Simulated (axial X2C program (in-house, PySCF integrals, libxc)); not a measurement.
# Which molecule gave these maps?

PBE0 fields computed with an in-house all-electron X2C program for linear molecules (integrals from PySCF), with spin–orbit coupling, near the equilibrium distance, one atom at z = 0.

The maps cover the half plane through the axis: z from -2.4 to 4.2 Å along the bond, ρ from 0.15 to 2.25 Å away from it.

log10 of the density in e/bohr³:

```
 ρ\z  -2.4  -1.8  -1.2  -0.6   0.0   0.6   1.2   1.8   2.4   3.0   3.6   4.2
0.15  -3.6  -2.6  -1.5  -0.3   1.5  -0.4  -1.2  -0.7   0.4  -1.0  -2.0  -3.0
0.45  -3.7  -2.7  -1.6  -0.6   0.0  -0.6  -1.3  -0.9  -0.7  -1.2  -2.1  -3.1
0.75  -3.8  -2.9  -1.9  -1.0  -0.6  -1.0  -1.5  -1.2  -1.0  -1.5  -2.3  -3.2
1.05  -4.0  -3.2  -2.4  -1.5  -1.2  -1.6  -1.9  -1.6  -1.5  -1.9  -2.6  -3.4
1.35  -4.3  -3.5  -2.8  -2.2  -1.9  -2.2  -2.2  -2.0  -2.0  -2.3  -2.9  -3.6
1.65  -4.5  -3.9  -3.3  -2.9  -2.7  -2.7  -2.6  -2.4  -2.4  -2.7  -3.3  -3.9
1.95  -4.9  -4.3  -3.9  -3.6  -3.4  -3.2  -3.0  -2.8  -2.9  -3.2  -3.6  -4.2
2.25  -5.2  -4.7  -4.4  -4.2  -4.0  -3.6  -3.4  -3.3  -3.3  -3.6  -4.0  -4.6
```

Electron localisation function (collinear form, no current term, damped to 0 at low density):

```
 ρ\z  -2.4  -1.8  -1.2  -0.6   0.0   0.6   1.2   1.8   2.4   3.0   3.6   4.2
0.15  0.04  0.19  0.68  0.57  0.34  0.54  0.29  0.73  0.85  0.90  0.80  0.25
0.45  0.03  0.15  0.59  0.81  0.20  0.78  0.28  0.87  0.52  0.90  0.75  0.21
0.75  0.01  0.10  0.40  0.81  0.82  0.72  0.26  0.88  0.87  0.86  0.64  0.14
1.05  0.00  0.05  0.19  0.60  0.78  0.35  0.25  0.83  0.83  0.76  0.47  0.07
1.35  0.00  0.02  0.06  0.25  0.38  0.08  0.26  0.75  0.71  0.58  0.27  0.03
1.65  0.00  0.00  0.01  0.04  0.05  0.02  0.25  0.61  0.53  0.36  0.12  0.01
1.95  0.00  0.00  0.00  0.00  0.00  0.01  0.21  0.41  0.31  0.16  0.03  0.00
2.25  0.00  0.00  0.00  0.00  0.00  0.01  0.11  0.17  0.11  0.04  0.00  0.00
```

Axial spin density in 10⁻³ e/bohr³:

```
 ρ\z  -2.4  -1.8  -1.2  -0.6   0.0   0.6   1.2   1.8    2.4   3.0  3.6  4.2
0.15   0.2   1.0   4.6   6.2  21.7  -2.1  19.8  75.3  133.1  72.0  7.8  0.8
0.45   0.2   0.8   3.5   6.1   3.6   1.9  17.3  56.1  121.6  45.8  5.9  0.7
0.75   0.1   0.6   2.0   3.6   3.1   3.1  12.5  31.6   50.1  21.4  3.7  0.5
1.05   0.1   0.3   1.0   1.3   0.5   2.2   7.5  15.0   18.4   8.8  1.9  0.3
1.35   0.1   0.2   0.4   0.4   0.0   1.3   4.0   6.6    6.8   3.4  1.0  0.2
1.65   0.0   0.1   0.2   0.1   0.0   0.7   1.9   2.8    2.6   1.4  0.4  0.1
1.95   0.0   0.0   0.1   0.0   0.0   0.4   0.9   1.1    1.0   0.5  0.2  0.1
2.25   0.0   0.0   0.0   0.0   0.0   0.2   0.4   0.4    0.4   0.2  0.1  0.0
```

Problem. Which molecule is it?
A. ScBr⁺
B. MoO⁻
C. SrC⁺
D. SiP⁻

Solution. C. SrC⁺, with Sr at z = 0 and C at z = 2.298 Å, state Ω = 3/2 (⟨Sz⟩ = 1.50, ⟨Lz⟩ = 0.00 at PBE0), basis Sr dyall-cv3z [13s12p8d5f1g], C dyall-v3z [7s6p2d1f] (cores contracted in-house). The state is a single determinant with fixed occupations, the lowest that a limited PBE0 search found. Density functionals use the spin component along the axis (collinear). With several unpaired electrons one determinant need not be a pure state. This is the top spin component of a Σ state; components of lower Ω are not single determinants and can lie lower.
